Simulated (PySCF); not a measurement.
CH₄N₂S, SMILES NC(N)=S. Coordinates come from a PBE0-D3(BJ)/def2-SVP optimisation. Other conformers were not sampled.

Computed equilibrium geometry at PBE0-D3(BJ)/def2-SVP (PySCF confirms it by a frequency run) as bond lengths and angles, and its point group (one conformer of several):
point group C2.
Atoms: N1 C2 N3 S4 H5 H6 H7 H8. Bonded distances (Å): N1–C2 1.357, N1–H5 1.012, N1–H6 1.011, C2–N3 1.357, C2–S4 1.662, N3–H7 1.012, N3–H8 1.011. Angles (°): C2–N1–H5 120.9, C2–N1–H6 115.7, H5–N1–H6 117.4, N1–C2–N3 115.3, N1–C2–S4 122.3, N3–C2–S4 122.3, C2–N3–H7 120.9, C2–N3–H8 115.7, H7–N3–H8 117.4.
Charge 0, spin multiplicity 1.
